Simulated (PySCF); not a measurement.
Computed with PBE-D3(BJ)/def2-TZVP // PBE-D3(BJ)/def2-SVP run with PySCF 2.14.0. Gas-phase values, no solvent. One relaxed conformer stands for a flexible species; it need not be the lowest. 

Reference species: [Zn(H)2] (neutral, multiplicity 1).

| Property | Value |
|---|---|
| coordination number | 2 |
| mean distance from the central atom to its bonded neighbours | 1.551 Å |
| LUMO | -1.40 eV |

Changed species: [Zn(NH2)2] (0 of 2 NH2 replaced by H; the reference has 2 of 2 NH2 replaced by H).

What does the change do to the coordination number, mean distance from the central atom to its bonded neighbours and LUMO?

the coordination number is nearly the same; the mean distance from the central atom to its bonded neighbours rises by 0.279 Å, to 1.830 Å; the LUMO rises by 0.18 eV, to -1.22 eV.
